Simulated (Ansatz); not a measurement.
System: sum formula ZnHS, net charge 1, singlet state. SMILES: [SH][Zn+]
Coordinates optimised at B3LYP-D3(BJ)/def2-TZVP (Ansatz, an electronic-structure program):
```xyz
3

Zn    -0.3566    -0.6416    -0.2847
S      0.5771     1.1739     0.4591
H      1.4649     0.4663     1.1952
```
Charge +1, spin multiplicity 1.

Problem. Give the harmonic wavenumbers at B3LYP-D3(BJ)/def2-TZVP (Ansatz, finite differences of forces, unscaled).

Solution. 380, 704, 2622 cm⁻¹. Zero-point energy 5.3 kcal/mol.

Problem. From these and the geometry, give the ideal-gas thermochemistry at 298.15 K and 1 atm (rigid rotor, harmonic oscillator).

Solution. Point group Cs, rotational symmetry number 1. Rotational constants 283.2, 4.867, 4.784 GHz. S(trans) 39.67, S(rot) 21.42, S(vib) 1.34, S(elec, spin only) 0.00, S 62.4 cal/(mol K). H(298) - H(0) 2.65 kcal/mol; G - E(el) -10.7 kcal/mol.
